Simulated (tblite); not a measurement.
C10H7F.
Atom-mapped SMILES: `[F:1][c:2]1[cH:3][cH:4][cH:5][c:6]2[cH:7][cH:8][cH:9][cH:10][c:11]12` (hydrogens: H12 on C3; H13 on C4; H14 on C5; H15 on C7; H16 on C8; H17 on C9; H18 on C10)

Computed with GFN2-xTB (tblite), gas phase: L-BFGS steps from a force-field or distance-geometry start until the largest atomic force falls under 0.01 eV/Å.

Step 0: E = -808.1536 eV
```
atom  x, y, z in Å  |  force x, y, z in eV/Å
F1      1.0373    2.7209   -0.6777   -0.182   0.466  -0.068
C2      1.0952    1.4059   -0.4640    1.594  -1.358   0.068
C3      2.3488    0.7746   -0.5681   -1.395   1.204  -0.085
C4      2.4447   -0.5833   -0.3554   -1.067  -1.476   0.626
C5      1.3082   -1.3307    0.0013    1.251   0.610  -0.490
C6      0.0481   -0.7087    0.1119    0.653  -0.525   0.009
C7     -1.0958   -1.4356    0.4527   -1.419   0.158   0.298
C8     -2.3301   -0.8021    0.5764    0.472  -1.183   0.083
C9     -2.4395    0.5594    0.3491    0.323   1.150  -0.223
C10    -1.3165    1.3024    0.0118   -0.846  -0.223   0.133
C11    -0.0593    0.6811   -0.1149   -0.246   0.707  -0.102
H12     3.2080    1.3639   -0.8353    0.070   0.077  -0.013
H13     3.4042   -1.0840   -0.4262   -0.155   0.116  -0.030
H14     1.4146   -2.3997    0.1633   -0.134   0.253   0.007
H15    -1.0378   -2.5012    0.6380    0.130   0.118  -0.058
H16    -3.2203   -1.3841    0.8498    0.479   0.277  -0.147
H17    -3.4079    1.0590    0.4409    0.386  -0.208  -0.033
H18    -1.4107    2.3683   -0.1655    0.085  -0.162   0.024
```

Step 1: E = -808.2579 eV
```
atom  x, y, z in Å  |  force x, y, z in eV/Å
F1      1.0347    2.7275   -0.6787   -0.069  -0.202   0.028
C2      1.1180    1.3865   -0.4630   -0.464   0.508   0.078
C3      2.3289    0.7918   -0.5693    0.617  -0.724  -0.067
C4      2.4295   -0.6044   -0.3465    0.316   0.569  -0.043
C5      1.3261   -1.3220   -0.0057   -0.184  -0.577   0.035
C6      0.0575   -0.7162    0.1120   -0.275   0.382   0.004
C7     -1.1161   -1.4333    0.4570    0.440  -0.252   0.010
C8     -2.3234   -0.8190    0.5776   -0.371   0.637  -0.070
C9     -2.4348    0.5758    0.3459   -0.096  -0.562   0.147
C10    -1.3286    1.2993    0.0137    0.089   0.375  -0.132
C11    -0.0628    0.6912   -0.1164    0.010  -0.518   0.078
H12     3.2090    1.3650   -0.8355   -0.168  -0.047   0.049
H13     3.4020   -1.0823   -0.4265   -0.226   0.120  -0.011
H14     1.4126   -2.3960    0.1634   -0.084   0.297  -0.014
H15    -1.0360   -2.4995    0.6372    0.058   0.087  -0.036
H16    -3.2134   -1.3802    0.8477    0.202   0.085  -0.061
H17    -3.4024    1.0560    0.4405    0.160  -0.068  -0.014
H18    -1.4094    2.3660   -0.1651    0.045  -0.110   0.020
```

Step 2: E = -808.2792 eV
```
atom  x, y, z in Å  |  force x, y, z in eV/Å
F1      1.0338    2.7257   -0.6784   -0.079  -0.080   0.012
C2      1.1140    1.3911   -0.4622    0.038  -0.027   0.067
C3      2.3347    0.7848   -0.5700   -0.041  -0.095  -0.040
C4      2.4322   -0.5992   -0.3466   -0.019   0.011   0.093
C5      1.3248   -1.3278   -0.0055   -0.067   0.052  -0.079
C6      0.0549   -0.7124    0.1121   -0.012  -0.099   0.036
C7     -1.1123   -1.4359    0.4572   -0.008   0.103   0.023
C8     -2.3270   -0.8129    0.5769    0.101   0.080  -0.052
C9     -2.4357    0.5705    0.3473    0.065  -0.031   0.015
C10    -1.3281    1.3031    0.0124    0.003  -0.062  -0.030
C11    -0.0628    0.6862   -0.1156   -0.067   0.010   0.004
H12     3.2072    1.3645   -0.8349   -0.073  -0.020   0.023
H13     3.3995   -1.0810   -0.4267   -0.125   0.079  -0.017
H14     1.4117   -2.3928    0.1633   -0.063   0.060   0.019
H15    -1.0353   -2.4985    0.6368    0.066  -0.004  -0.020
H16    -3.2111   -1.3791    0.8470    0.126   0.063  -0.043
H17    -3.4005    1.0552    0.4403    0.121  -0.065  -0.007
H18    -1.4089    2.3648   -0.1649    0.032   0.025  -0.004
```

Q: Estimate the geometry and energy of step 3. (The exact step hangs on the optimiser's Hessian estimate; all steps are aligned on step 2, rigid shifts and turns removed.)

A: E = -808.2815 eV, largest force 0.128 eV/Å
```
atom  x, y, z in Å  |  force x, y, z in eV/Å
F1      1.0326    2.7244   -0.6782   -0.068  -0.055   0.009
C2      1.1143    1.3910   -0.4611   -0.003  -0.078   0.065
C3      2.3344    0.7830   -0.5707   -0.063   0.002  -0.030
C4      2.4321   -0.5987   -0.3452   -0.066  -0.027   0.080
C5      1.3238   -1.3274   -0.0067   -0.043   0.039  -0.056
C6      0.0546   -0.7136    0.1126   -0.004  -0.007   0.010
C7     -1.1122   -1.4346    0.4576    0.020   0.002   0.026
C8     -2.3258   -0.8113    0.5761    0.062   0.009  -0.024
C9     -2.4348    0.5698    0.3477    0.055   0.034  -0.004
C10    -1.3281    1.3025    0.0119    0.013  -0.008  -0.031
C11    -0.0638    0.6859   -0.1155    0.006  -0.010  -0.001
H12     3.2060    1.3642   -0.8346   -0.060  -0.022   0.018
H13     3.3975   -1.0797   -0.4269   -0.069   0.046  -0.016
H14     1.4107   -2.3916    0.1635   -0.057   0.036   0.018
H15    -1.0342   -2.4985    0.6364    0.052   0.029  -0.021
H16    -3.2090   -1.3781    0.8463    0.108   0.056  -0.039
H17    -3.3985    1.0542    0.4402    0.085  -0.049  -0.003
H18    -1.4084    2.3650   -0.1649    0.030   0.002  -0.002
```

The energy changes by -0.0023 eV. The first-order estimate −F·Δx gives -0.0030 eV and the mean of the old and new forces, exact on a quadratic surface, -0.0023 eV. The step makes an angle of 11° with the force vector and moves no atom by more than 0.002 Å.

What follows is the cost of the whole relaxation. Hardware: one thread, Intel Xeon Platinum 8488C (x86_64), on a shared host. Cost: 0.1 s of wall time.
